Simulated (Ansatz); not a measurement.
`F[Si](F)(F)[Si](F)(F)F` + HBr → `F[Si](F)(F)Br` + `F[SiH](F)F` at 298.15 K and 1 bar (cleavage of the Si–Si bond).

Calculated with Ansatz (gas phase, PBE0-D4/def2-TZVP geometries, no zero-point term in ΔE). CBS: MP2 limit from def2 TZ/QZ plus the TZ coupled-cluster correction, frozen cores. For Br outer-core shells are correlated without core-valence functions, which leaves a few kJ/mol of doubt a bond. Scalar relativity is left out up to krypton. One conformer a species, not always the lowest.

```tsv
species	CCSD(T)/CBS energy (Eh)	H − E (kJ/mol)	S (J/(mol·K))
`F[Si](F)(F)[Si](F)(F)F`	-1177.33693	78.9	396.6
HBr	-2573.91920	24.6	198.6
`F[Si](F)(F)Br`	-3162.03492	45.3	319.4
`F[SiH](F)F`	-589.26725	60.9	277.9
```

H − E and S are ideal-gas, rigid-rotor, harmonic terms from PBE0-D4/def2-TZVP, for one conformer and one mirror image of each species. 1 Eh = 2625.50 kJ/mol, R = 8.31446 J/(mol·K).

**Question.** By hand: ΔE, ΔH, ΔS and ΔG.

**Answer.** ΔE = (-3162.03492) + (-589.26725) − (-1177.33693) − (-2573.91920) = -0.04604 Eh = -120.9 kJ/mol. Δ(H − E) = 45.3 + 60.9 − 78.9 − 24.6 = 2.7, so ΔH = -118.2 kJ/mol. ΔS = 319.4 + 277.9 − 396.6 − 198.6 = 2.1 J/(mol·K). ΔG = -118.2 − 298.15 × (2.1)/1000 = -118.8 kJ/mol.

**Question.** By hand: the equilibrium constant, and the temperature at which ΔG would vanish if ΔH and ΔS stayed fixed.

**Answer.** log₁₀ K = −ΔG/(RT ln 10) = 20.8. ΔH and −TΔS have one sign here, so there is no such temperature.

The number of gas molecules stays the same, so ΔS is small and ΔH decides. A doubt of 5 kJ/mol in ΔE shifts log₁₀ K by 0.9 here. Other conformers and mirror images would add mixing entropy, several J/(mol·K) or more a flexible species. Modes under 60 cm⁻¹, often nearly free rotors, make the harmonic entropy too high. These are equilibria of isolated gas molecules and say nothing of rates. Largest T1 diagnostic: 0.013 (customary marks: 0.02 for closed shells, 0.045 for open ones).

ΔS is within the doubt of such terms, so its sign, and with it that verdict, could turn.
